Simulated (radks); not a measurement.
The numbers below are computed, except where a source is named.
Problem. Hf2+, configuration [Xe] 4f14 5d2. Level of theory: Dirac Kohn-Sham, BLYP, spin-unpolarised, spherical densities, point nucleus; open shells fill j = l - 1/2 first (a radial shooting solver on a logarithmic mesh with Libxc functionals). Some entries of the table are withheld. Estimate them.

orbital,occ.,eigenvalue (hartree),<1/r> (bohr^-1),<r^2> (bohr^2)
1s1/2,2,-2396.900,83.85,0.0004949
2s1/2,2,-410.0983,20.32,0.007580
2p1/2,2,-391.6851,20.28,0.005431
2p3/2,4,-347.8671,17.23,0.006638
3s1/2,2,-93.84635,7.453,0.04967
3p1/2,2,-85.68838,7.368,0.04570
3p3/2,4,-76.29876,6.580,0.05237
3d3/2,4,-62.49778,6.472,0.04080
3d5/2,6,-60.44998,6.284,0.04263
4s1/2,2,-19.33028,3.125,0.2477
4p1/2,2,-15.98956,3.014,0.2566
4p3/2,4,-13.83917,2.739,0.2932
4d3/2,4,-8.35152,2.520,0.3244
4d5/2,6,-7.95781,2.453,0.3386
5s1/2,2,-2.99792,1.182,1.452
5p1/2,2,-2.05296,(1),1.820
5p3/2,4,-1.76657,(2),2.147
4f5/2,6,-1.19159,1.934,0.5815
4f7/2,8,-1.12746,1.903,0.6061
6s1/2,0,-0.64675,0.4210,(3)
5d3/2,2,-0.62162,0.6145,5.228
5d5/2,0,-0.60095,0.5948,5.544
6p1/2,0,-0.46853,0.3507,14.47
6p3/2,0,-0.43604,0.3293,16.36

Solution. 
(1) 5p1/2 <1/r> (bohr^-1): 1.048
(2) 5p3/2 <1/r> (bohr^-1): 0.9513
(3) 6s1/2 <r^2> (bohr^2): 10.12
